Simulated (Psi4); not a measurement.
ClSn (SMILES [Cl][Sn+]), charge +1, singlet, at a GFN2-xTB geometry (such geometries of metal compounds can be far from the true shape) (core potentials on Sn); Psi4 1.11 with BLYP/def2-TZVP.

Psi4 was given this input:
```
memory 2 GB

molecule {
1 1
  Sn   -0.00000000   -0.00000000   -0.58286497
  Cl    0.00000000    0.00000000    1.71430873
}

set basis def2-tzvp

energy('blyp')
print_variables()
```

**Question.** Predict the main parts of the log of this Psi4 run.

**Answer.** 
```
   => Loading Basis Set <=

    Name: DEF2-TZVP
    Role: ORBITAL
    Keyword: BASIS

    !!!  WARNING: ECP capability is in beta. Please check occupations closely.  !!!

         ---------------------------------------------------------
                                   SCF
               by Justin Turney, Rob Parrish, Andy Simmonett
                          and Daniel G. A. Smith
                              RKS Reference
         ---------------------------------------------------------

  ==> Geometry <==

    Molecular point group: c2v
    Full point group: C_inf_v

    Geometry (in Angstrom), charge = 1, multiplicity = 1:

       Center              X                  Y                   Z               Mass
    ------------   -----------------  -----------------  -----------------  -----------------
         SN           0.000000000000     0.000000000000    -0.518686523167   119.902201630000
         CL           0.000000000000     0.000000000000     1.778487176833    34.968852682000

  Running in c2v symmetry.

  Rotational constants: A = ************  B =      0.11800  C =      0.11800 [cm^-1]
  Rotational constants: A = ************  B =   3537.45759  C =   3537.45759 [MHz]
  Nuclear repulsion =   86.154685120493937

  Charge       = 1
  Multiplicity = 1
  Electrons    = 38
  Nalpha       = 19
  Nbeta        = 19

  ==> Algorithm <==

  SCF Algorithm Type is DF.
  DIIS enabled.
  MOM disabled.
  Fractional occupation disabled.
  Guess Type is SAD.
  Energy threshold   = 1.00e-06
  Density threshold  = 1.00e-06
  Integral threshold = 1.00e-12

  ==> Primary Basis <==

  Basis Set: DEF2-TZVP
    Blend: DEF2-TZVP
    Number of shells: 29
    Number of basis functions: 87
    Number of Cartesian functions: 101
    Spherical Harmonics?: true
    Max angular momentum: 3

  Core potential: DEF2-TZVP
    Number of shells: 4
    Number of ECP primitives: 18
    Number of ECP core electrons: 28
    Max angular momentum: 3

  ==> DFT Potential <==

   => LibXC <=

    Version 7.1.2
    S. Lehtola, C. Steigemann, M. J. T. Oliveira, and M. A. L. Marques,  SoftwareX 7, 1–5 (2018) (10.1016/j.softx.2017.11.002)

   => Composite Functional: BLYP <=

    BLYP GGA Exchange-Correlation Functional

    P.J. Stephens et. al., J. Phys. Chem., 98, 11623-11627, 1994
    B. Miehlich et. al., Chem. Phys. Lett., 157(3), 200-206 1989

    Deriv               =              1
    GGA                 =           TRUE
    Meta                =          FALSE

[...]
   @DF-RKS iter   5:  -674.25206750817370   -8.57559e-03   5.40998e-04 ADIIS/DIIS
   @DF-RKS iter   6:  -674.25233599925355   -2.68491e-04   1.68110e-04 ADIIS/DIIS
   @DF-RKS iter   7:  -674.25238586676642   -4.98675e-05   6.39907e-06 DIIS
   @DF-RKS iter   8:  -674.25238589501419   -2.82478e-08   2.49778e-06 DIIS
   @DF-RKS iter   9:  -674.25238590143545   -6.42126e-09   1.56033e-07 DIIS
  Energy and wave function converged.

  ==> Post-Iterations <==

   Electrons on quadrature grid:
      Ntotal   =   37.9999992118 ; deviation = -7.882e-07

    Orbital Energies [Eh]
    ---------------------

    Doubly Occupied:

[...]
       4B1    -0.503254

    Virtual:

[...]
    Final Occupation by Irrep:
             A1    A2    B1    B2
    DOCC [    10,    1,    4,    4 ]
    NA   [    10,    1,    4,    4 ]
    NB   [    10,    1,    4,    4 ]

  @DF-RKS Final Energy:  -674.25238590143545

   => Energetics <=

    Nuclear Repulsion Energy =             86.1546851204939372
    One-Electron Energy =               -1174.0621186286373359
    Two-Electron Energy =                 459.6664630756300767
    DFT Exchange-Correlation Energy =     -46.0114154689221095
    Empirical Dispersion Energy =           0.0000000000000000
    VV10 Nonlocal Energy =                  0.0000000000000000
    Total Energy =                       -674.2523859014354457

Computation Completed

Properties will be evaluated at   0.000000,   0.000000,   0.000000 [a0]

Properties computed using the SCF density matrix

 Multipole Moments:

 ------------------------------------------------------------------------------------
     Multipole            Electronic (a.u.)      Nuclear  (a.u.)        Total (a.u.)
 ------------------------------------------------------------------------------------

 L = 1.  Multiply by 2.5417464519 to convert [e a0] to [Debye]
 Dipole X            :          0.0000000            0.0000000            0.0000000
 Dipole Y            :          0.0000000            0.0000000            0.0000000
 Dipole Z            :        -36.5408406           35.5706522           -0.9701884
 Magnitude           :                                                    0.9701884

 ------------------------------------------------------------------------------------

  Variable Map:
  ----------------------------------------------------------------------------
[...]
  Array Variable Map:
  ----------------------------------------------------------------------------
[...]
[...]
```
